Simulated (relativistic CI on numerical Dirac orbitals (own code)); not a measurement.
## Ligand-field terms of d2

Computed with a parametric ligand-field model of a d^n configuration (Racah B and C, spin-orbit zeta, crystal field), exact diagonalisation.

Field parameters in Wybourne normalisation: Oh B⁴₀ = 21Dq, B⁴₄ = √(5/14) B⁴₀; Td as Oh with Dq negative (B⁴₀ = 21Dq, B⁴₄ = √(5/14) B⁴₀). The field is a parameter set, without covalency.

(1) A d2 ion in Td symmetry has the ground term 3A2 and bands at 3T2 5300 cm⁻¹ (1887 nm), 1E 8056 cm⁻¹ (1241 nm), 3T1 8629 cm⁻¹ (1159 nm), 1A1 13074 cm⁻¹ (765 nm), 1T2 13156 cm⁻¹ (760 nm), 3T1 14471 cm⁻¹ (691 nm). Which parameters reproduce them?

(2) A d2 ion in Oh symmetry has the ground term 3T1 and bands at 1T2 15079 cm⁻¹ (663 nm), 1E 15244 cm⁻¹ (656 nm), 3T2 29066 cm⁻¹ (344 nm), 1A1 33261 cm⁻¹ (301 nm), 3T1 40731 cm⁻¹ (246 nm), 3A2 60116 cm⁻¹ (166 nm). Which parameters reproduce them?

(3) Ground term and bands for B = 690, C = 3530, ζ = 0 cm⁻¹, Oh, 10Dq = 29050 cm⁻¹?

(4) A d2 ion in Oh symmetry has the ground term 3T1 and bands at 3T2 5288 cm⁻¹ (1891 nm), 1T2 9756 cm⁻¹ (1025 nm), 1E 10094 cm⁻¹ (991 nm), 3A2 11338 cm⁻¹ (882 nm), 3T1 13526 cm⁻¹ (739 nm), 1T2 16610 cm⁻¹ (602 nm). Which parameters reproduce them?

(5) A d2 ion in Oh symmetry has the ground term 3T1 and bands at 1T2 12262 cm⁻¹ (816 nm), 1E 12412 cm⁻¹ (806 nm), 3T2 20271 cm⁻¹ (493 nm), 1A1 26541 cm⁻¹ (377 nm), 3T1 29692 cm⁻¹ (337 nm), 3A2 42071 cm⁻¹ (238 nm). Which parameters reproduce them?

## Answers

(1) B = 480, C = 2230, ζ = 0 cm⁻¹, Td, 10Dq = -5300 cm⁻¹.

(2) B = 910, C = 4600, ζ = 0 cm⁻¹, Oh, 10Dq = 31050 cm⁻¹.

(3) Ground term 3T1 with 0.01 electrons in the two orbitals of the cubic e set. Spin-allowed: 3T2 27460 cm⁻¹ (364 nm), 3T1 36219 cm⁻¹ (276 nm), 3A2 56510 cm⁻¹ (177 nm). Lowest spin-forbidden: 1T2 11480 cm⁻¹ (871 nm), 1E 11580 cm⁻¹ (864 nm), 1A1 25887 cm⁻¹ (386 nm).

(4) B = 600, C = 2910, ζ = 0 cm⁻¹, Oh, 10Dq = 6050 cm⁻¹.

(5) B = 730, C = 3760, ζ = 0 cm⁻¹, Oh, 10Dq = 21800 cm⁻¹.
